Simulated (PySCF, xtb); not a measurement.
Ligand exchange on a metal centre used in film growth or etching (Ti OH-H). Isolated molecules, 0 K electronic values unless said otherwise. One relaxed conformer stands for each flexible species; it need not be the lowest.

Quantity: redistribution energy (mixed species minus the weighted end members), in kcal/mol.

Level 1: B3LYP/3-21G // r2SCAN-D4/def2-SVP (PySCF)
Level 2: B3LYP/6-31G* (LANL2DZ on Ti) // r2SCAN-D4/def2-SVP (PySCF)
Level 3: HF/STO-3G // r2SCAN-D4/def2-SVP (PySCF)
Level 4: GFN2-xTB (xtb)

| species | level 1 | level 2 | level 3 | level 4 |
|---|---|---|---|---|
| 3 of 4 OH replaced by H: [Ti(OH)(H)3] | -10.7 | (withheld) | -13.3 | -8.36 |
| 1 of 4 OH replaced by H: [Ti(OH)3(H)] | -13.7 | -10.3 | -10.8 | (withheld) |
| 2 of 4 OH replaced by H: [Ti(OH)2(H)2] | -17.4 | (withheld) | -17.1 | -10.9 |

**Question.** Some entries are withheld; supply them.

**Answer.** 
- 3 of 4 OH replaced by H: [Ti(OH)(H)3], level 2: -6.10
- 1 of 4 OH replaced by H: [Ti(OH)3(H)], level 4: -8.21
- 2 of 4 OH replaced by H: [Ti(OH)2(H)2], level 2: -10.5
